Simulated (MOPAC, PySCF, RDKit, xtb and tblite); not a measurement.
Relaxed torsion scan: SMILES FC(F)(F)[SiH2]CC(C)(C)C. Scanned: dihedral C2–C5–Si6–C7; all other coordinates were relaxed at GFN2-xTB. Points at φ and −φ are mirror images.

Geometry of the scan point at 0° (Å):
```
23

C     -1.6540    -1.8552    -0.0479
C     -1.1638    -0.4023    -0.0182
C     -1.5511     0.2206     1.3214
C     -1.8198     0.3617    -1.1677
C      0.3664    -0.4191    -0.1946
Si     1.4471     1.1448    -0.0490
C      0.6650     2.8972     0.3402
F      1.6254     3.8314     0.1654
F      0.2428     3.0464     1.6127
F     -0.3639     3.2861    -0.4388
H     -2.7384    -1.8895     0.0260
H     -1.2388    -2.4207     0.7837
H     -1.3614    -2.3435    -0.9751
H     -2.6168     0.0955     1.4996
H     -1.3364     1.2840     1.3403
H     -1.0115    -0.2551     2.1375
H     -1.5824    -0.1053    -2.1214
H     -2.9010     0.3633    -1.0498
H     -1.4835     1.3931    -1.1994
H      0.5823    -0.8519    -1.1745
H      0.7725    -1.1274     0.5328
H      2.3917     1.0450     1.0661
H      2.1165     1.4438    -1.3177
```

- GFN2-xTB (xtb and tblite)
- UFF // GFN2-xTB (RDKit)
- PM6, restricted, heats of formation // GFN2-xTB (MOPAC)
- RKS-B3LYP/6-31G* = restricted B3LYP/6-31G*, spherical d, density fitting // GFN2-xTB in PySCF
- RKS-B3LYP/6-311+G** = restricted B3LYP/6-311+G**, spherical d, density fitting // GFN2-xTB (PySCF)
- RHF/6-31G* = PySCF with restricted Hartree-Fock/6-31G*, spherical d, density fitting // GFN2-xTB

Least-squares fit of E(φ) = a0 + Σ (a_n cos nφ + b_n sin nφ), n = 1 to 4, to the 12 scan points, in kcal/mol above the lowest point of each profile (levels whose profile four harmonics don't fit are not listed):

| method | a0 | a1 | b1 | a2 | b2 | a3 | b3 | a4 | b4 | rms of fit |
|---|---|---|---|---|---|---|---|---|---|---|
| GFN2-xTB | 1.58 | 1.35 | 0.00 | 0.37 | 0.00 | 0.59 | 0.00 | 0.02 | 0.00 | 0.13 |
| UFF | 2.94 | 3.13 | 0.00 | 1.53 | 0.00 | 1.30 | 0.00 | 0.39 | 0.00 | 0.32 |
| PM6 | 1.34 | 1.47 | 0.00 | 0.54 | 0.00 | 0.47 | 0.00 | 0.05 | 0.00 | 0.04 |
| RKS-B3LYP/6-31G* | 0.57 | 0.36 | 0.00 | 0.14 | 0.00 | 0.59 | 0.00 | 0.34 | 0.00 | 0.08 |
| RKS-B3LYP/6-311+G** | 1.36 | 1.36 | 0.00 | 0.39 | 0.00 | 0.55 | 0.00 | 0.25 | 0.00 | 0.08 |
| RHF/6-31G* | 1.28 | 1.20 | 0.00 | 0.34 | 0.00 | 0.65 | 0.00 | 0.35 | 0.00 | 0.10 |
